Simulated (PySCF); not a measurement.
Vertical excitations of a molecule CH10N2Si2 from TDDFT-PBE/def2-SVPD in PySCF, as energy in eV (oscillator strength): 5.15 (0.008), 5.46 (0.007), 5.50 (0.005), 5.80 (0.005), 6.07 (0.012), 6.20 (0.025), 6.32 (0.015), 6.43 (0.020), 6.52 (0.015), 6.54 (0.003). Lowest triplet (TDA): 4.98 eV. Geometry optimised at B3LYP-D3(BJ)/def2-SVP. Other conformers were not sampled.

Pick the molecule that these values belong to.
(A) NC[SiH2]N[SiH3]
(B) NC[SiH2][SiH2]N
(C) N[SiH2]NC[SiH3]
(D) N[SiH2]CN[SiH3]

A, NC[SiH2]N[SiH3]
